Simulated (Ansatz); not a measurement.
## Abstraction of Br: SnH3Br + GeH3 → SnH3 + GeH3Br

Species: SnH3Br `[Br][SnH3]`, singlet; GeH3 `[GeH3]`, doublet; SnH3 `[SnH3]`, doublet; GeH3Br `[GeH3][Br]`, singlet. A radical takes Br: the energy is the difference in strength between the Sn–Br bond broken and the Ge–Br bond made.

Shapes, held fixed at every level: PBE0-D4/def2-TZVP. Programs: Ansatz 0.2.0. The zero-point and thermal change to 298 K, harmonic and unscaled (PBE0-D4/def2-TZVP), is +1.0 kJ/mol.

(1) Estimate ΔH(298 K) of this reaction.

Answers

(1) The highest level, CCSD(T)/def2-TZVPP, gives ΔH(298 K) = -17.6 kJ/mol; the levels span -17.6 to -9.5. The column of differences is taken from that level and isn't an error. No measured value is set beside it here. Open shells run unrestricted. For atoms past krypton def2 sets carry core potentials with scalar relativity. Relativity is left out for Br, Ge. Outer-core shells of Br, Ge, Sn are correlated in most correlated rows, in sets that cover them unevenly.

| level | kind | ΔH(298 K) (kJ/mol) | less CCSD(T)/def2-TZVPP |
| --- | --- | --- | --- |
| MP2/def2-SVP | perturbation theory | -13.8 | +3.8 |
| MP2/def2-TZVPP | perturbation theory | -17.0 | +0.6 |
| HF/def2-TZVPP | Hartree–Fock | -9.5 | +8.1 |
| PBE-D4/def2-TZVPP | GGA | -15.7 | +1.9 |
| CCSD(T)/def2-SVP | coupled cluster or CI | -14.3 | +3.3 |
| CCSD/def2-SVP | coupled cluster or CI | -13.6 | +4.0 |
| CCSD/def2-TZVPP | coupled cluster or CI | -17.4 | +0.2 |
| CCSD(T)/def2-TZVPP | coupled cluster or CI | -17.6 | 0.0 |
